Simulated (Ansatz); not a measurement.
Stepwise reaction of `F[Si](F)(F)[SiH3]` with water, as a gas-phase model of exchange steps in deposition or etching. ΔE in kJ/mol; ΔG adds harmonic PBE0-D4 terms to CCSD(T)/CBS, at 1 bar.

Program: Ansatz. Geometries: PBE0-D4/def2-TZVP. ΔE: electronic, gas phase. CCSD(T)/CBS is the MP2 limit (def2-TZVPP, def2-QZVPP) plus CCSD(T) − MP2 in def2-TZVPP, frozen cores. This one scheme is used for every species. DFT in def2-TZVPP. B3LYP here is the variant with VWN-RPA as its local correlation; programs differ in this. Each species was taken in one conformer, which may not be the lowest.

```csv
step,reaction,PBE-D4,B3LYP-D4,ωB97M-V,CCSD(T)/CBS,ΔG(400 K)
1,`F[Si](F)(F)[SiH3]` + H₂O → `O[Si](F)(F)[SiH3]` + H–F,35.9,37.1,37.3,37.3,33.5
2,`O[Si](F)(F)[SiH3]` + H₂O → `O[Si](O)(F)[SiH3]` + H–F,39.7,42.5,42.4,42.0,43.3
```

Question: By hand: ΔE of the 2 steps together at CCSD(T)/CBS.

Answer: (37.3) + (42.0) = 79.3 kJ/mol, or 39.6 kJ/mol a step.

In ΔE the steps differ by no more than 4.7 kJ/mol. All are uphill at CCSD(T)/CBS. ΔG lies between 33.5 and 43.3 kJ/mol a step. PBE-D4 differs from CCSD(T)/CBS by -2.3 to -1.4 kJ/mol a step. Isolated molecules leave out the surface, adducts and barriers. Largest T1 diagnostic: 0.013.
